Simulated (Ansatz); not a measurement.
Two members of one family (AlN nanocrystals, H-capped) that differ in charge, which shifts all levels, computed with Ansatz in the gas phase. Levels of anions in sets without diffuse functions are rough. The structures are stationary points that may keep the symmetry of their start.

First: Al7N7H20, cut from wurtzite (singlet, charge 0, PBE-D4/def2-SVP geometry).

Cartesian coordinates in Å:
```
Al -1.741 0.729 -2.790
N -1.392 2.335 -1.678
N -0.857 -0.659 -1.704
Al 1.035 -0.332 -1.628
Al -0.388 2.085 -0.004
N 1.241 1.210 -0.511
N 1.783 -1.818 -0.565
Al 2.384 0.864 1.062
Al -1.764 -0.850 -0.020
N -1.336 0.734 0.970
N -0.813 -2.299 0.927
Al 1.100 -2.075 1.248
Al -0.451 0.341 2.690
N 1.264 -0.378 2.078
H -0.932 0.927 -4.165
H -3.331 0.487 -2.775
H -0.902 3.039 -2.253
H -2.294 2.787 -1.455
H -1.017 -1.519 -2.259
H 1.791 -0.278 -3.034
H -0.244 3.508 0.706
H 1.804 1.891 -1.051
H 1.787 -2.691 -1.114
H 2.785 -1.569 -0.448
H 3.668 0.015 0.512
H 2.671 2.221 1.867
H -3.315 -1.225 -0.098
H -2.238 1.144 1.272
H -1.040 -3.214 0.511
H -1.249 -2.316 1.870
H 1.752 -3.341 1.971
H -0.274 1.676 3.559
H -1.282 -0.900 3.354
H 1.796 -0.528 2.956
```

| level | HOMO (eV) | LUMO (eV) | gap (eV) |
| --- | --- | --- | --- |
| PBE-D4/def2-SVP | -6.18 | -0.89 | 5.29 |
| PBE-D4/def2-TZVP | -6.26 | -1.31 | 4.95 |
| r2SCAN-D4/def2-TZVP | -6.56 | -0.80 | 5.76 |
| PBE0-D4/def2-SVP | -7.43 | -0.05 | 7.38 |
| PBE0-D4/def2-TZVP | -7.49 | -0.54 | 6.94 |

Second: Al8N7H22⁻, cut from wurtzite, rod (singlet, charge -1, PBE-D4/def2-SVP geometry).

```
atom   x (Å)   y (Å)   z (Å)
 Al1  -0.935   2.951  -1.037
  N2  -2.760   2.284  -0.663
  N3   0.096   1.330  -1.244
 Al4  -0.963  -0.282  -1.282
 Al5   2.030  -1.227  -1.933
  N6   0.209  -1.778  -1.512
 Al7  -2.952   1.073   0.892
  N8  -1.718  -0.360   0.492
 Al9   0.062  -3.059  -0.051
Al10   1.571   1.286  -0.013
 N11   2.556  -0.333  -0.280
 N12   0.646   1.051   1.699
Al13  -0.428  -0.575   1.900
Al14   2.610  -1.463   1.304
 N15   0.749  -2.015   1.448
 H16  -0.981   3.809  -2.408
 H17  -0.493   3.708   0.327
 H18  -3.142   1.827  -1.507
 H19  -3.369   3.102  -0.502
 H20   0.538   1.358  -2.183
 H21  -2.114  -0.215  -2.419
 H22   1.955  -0.090  -3.113
 H23   2.987  -2.482  -2.275
 H24  -0.128  -2.280  -2.353
 H25  -4.481   0.550   0.942
 H26  -2.395   1.937   2.147
 H27  -2.259  -1.246   0.492
 H28  -1.531  -3.336   0.221
 H29   0.937  -4.391  -0.312
 H30   2.514   2.589  -0.037
 H31   3.536  -0.040  -0.433
 H32   0.056   1.880   1.888
 H33   1.371   1.030   2.436
 H34  -1.052  -0.731   3.373
 H35   3.621  -2.711   1.147
 H36   2.934  -0.491   2.589
 H37   0.724  -2.659   2.258
```

Q: Estimate how these quantities change from the first to the second (second minus first).

A: 
```csv
level,Δ HOMO (eV),Δ LUMO (eV),Δ gap (eV)
PBE-D4/def2-SVP,3.16,2.98,-0.17
PBE-D4/def2-TZVP,3.12,3.00,-0.12
r2SCAN-D4/def2-TZVP,3.11,2.93,-0.18
PBE0-D4/def2-SVP,3.15,2.95,-0.21
PBE0-D4/def2-TZVP,3.12,2.99,-0.13
```
